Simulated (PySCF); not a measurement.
Job file and geometry (Å, from PBE0-D3(BJ)/def2-SVP) of an NMR shielding run on `B(C/C=C\C#C)C#CC`, C₈H₉B, GIAO PBE0/pcSseg-1 NMR shielding, non-relativistic, gas phase in PySCF 2.14.0, density-fitted response routines; density fitting, a coarse starting grid and PySCF grid level 2 are the driver's defaults:

```
$ OMP_NUM_THREADS=1 python probes_run.py task.json out

{"job": {"kind": "nmr", "xc": "PBE0", "basis": "pcSseg-1"}, "charge": 0, "multiplicity": 1}
C     -2.133876    -3.440227     0.617824
C     -2.539269    -2.294855     0.603319
C     -3.040696    -0.963399     0.597347
C     -2.387641     0.096729     0.083951
C     -1.036095     0.070034    -0.532087
B      0.020197     1.054322     0.092791
C      1.503862     0.830494    -0.077682
C      2.705275     0.636128    -0.196744
C      4.127966     0.401459    -0.337483
H     -1.771462    -4.451046     0.633223
H     -4.027552    -0.813005     1.047841
H     -2.881181     1.072813     0.150253
H     -1.098454     0.474725    -1.569284
H     -0.648610    -0.954557    -0.638293
H     -0.357431     2.051415     0.670222
H      4.723209     1.263739     0.000537
H      4.429544    -0.476620     0.255885
H      4.386580     0.190408    -1.387244
```

Question: What does the program print?

Answer: 
```
coarse grid: 15360 points
cycle   1  E = -334.3926925062  dE =  1.032e+00  |g| = 4.784e-01  |ddm| = 4.167e+00
cycle   2  E = -334.3778606690  dE =  1.483e-02  |g| = 5.393e-01  |ddm| = 1.126e+00
cycle   3  E = -334.4443012371  dE = -6.644e-02  |g| = 2.208e-01  |ddm| = 5.963e-01
cycle   4  E = -334.4566181534  dE = -1.232e-02  |g| = 3.712e-02  |ddm| = 1.792e-01
cycle   5  E = -334.4569619396  dE = -3.438e-04  |g| = 1.195e-02  |ddm| = 4.982e-02
cycle   6  E = -334.4569945380  dE = -3.260e-05  |g| = 5.810e-03  |ddm| = 1.564e-02
cycle   7  E = -334.4570029552  dE = -8.417e-06  |g| = 1.506e-03  |ddm| = 5.352e-03
final grid: 149224 points
cycle   8  E = -334.5114681899  dE = -3.452e-05  |g| = 7.782e-03  |ddm| = 5.189e-02
cycle   9  E = -334.5114530514  dE =  1.514e-05  |g| = 1.096e-02  |ddm| = 1.571e-02
cycle  10  E = -334.5114819468  dE = -2.890e-05  |g| = 3.298e-03  |ddm| = 9.370e-03
cycle  11  E = -334.5114847166  dE = -2.770e-06  |g| = 2.891e-04  |ddm| = 2.501e-03
cycle  12  E = -334.5114847308  dE = -1.418e-08  |g| = 1.678e-04  |ddm| = 3.786e-04
cycle  13  E = -334.5114847379  dE = -7.090e-09  |g| = 4.686e-05  |ddm| = 1.780e-04
cycle  14  E = -334.5114847385  dE = -5.576e-10  |g| = 8.515e-06  |ddm| = 4.468e-05
converged SCF energy = -334.5114847385

GIAO shielding tensors (ppm)
atom      isotropic    diamagn.    paramagn.     s11        s22        s33       span
  0 C       92.934     260.935    -168.001     31.124     51.235    196.444    165.320
  1 C      101.552     255.861    -154.309     -0.467      6.718    298.404    298.871
  2 C       71.594     255.002    -183.409    -29.484     93.449    150.816    180.301
  3 C       28.317     257.358    -229.041   -101.523     34.345    152.128    253.651
  4 C      143.045     254.205    -111.160    114.954    152.279    161.903     46.949
  5 B       34.805     195.824    -161.019    -34.166     15.276    123.306    157.472
  6 C       87.752     256.388    -168.636     -6.950     -3.902    274.108    281.058
  7 C       39.476     276.255    -236.779    -26.049      5.599    138.878    164.927
  8 C      176.805     251.611     -74.806    169.332    170.404    190.678     21.345
  9 H       28.034      33.828      -5.794     24.139     24.911     35.053     10.914
 10 H       25.838      25.724       0.115     22.285     26.744     28.486      6.201
 11 H       24.642      30.145      -5.503     22.677     23.682     27.567      4.891
 12 H       29.638      31.082      -1.445     24.914     29.353     34.646      9.733
 13 H       27.646      35.005      -7.359     23.237     28.289     31.412      8.175
 14 H       24.799      30.539      -5.739     21.791     25.218     27.389      5.598
 15 H       28.980      25.295       3.685     24.188     27.168     35.586     11.398
 16 H       28.945      29.626      -0.682     24.530     27.348     34.957     10.427
 17 H       28.988      28.214       0.774     24.532     27.318     35.112     10.580
```

Question: Turn these shieldings into chemical shifts. Chemical shifts δ = σref − σ; 13C (σ = 184.41 ppm) and 1H (σ = 31.27 ppm) against TMS; BF3·OEt2 for 11B (σ = 100.73 ppm), all at this level.

Answer: Averaging equivalent atoms: C 3: 156.1; C 7: 144.9; C 2: 112.8; C 6: 96.7; C 0: 91.5; C 1: 82.9; C 4: 41.4; C 8: 7.6; B 5: 65.9; H 11: 6.62; H 14: 6.47; H 10: 5.43; H 9: 3.23; H 12/13: 2.63; H 15/16/17: 2.30 ppm. 

Size and cost of the density-fitted run: 198 basis functions, 58 s wall time on 1 thread of an Arm Neoverse N1, shared host; peak memory 0.91 GiB.
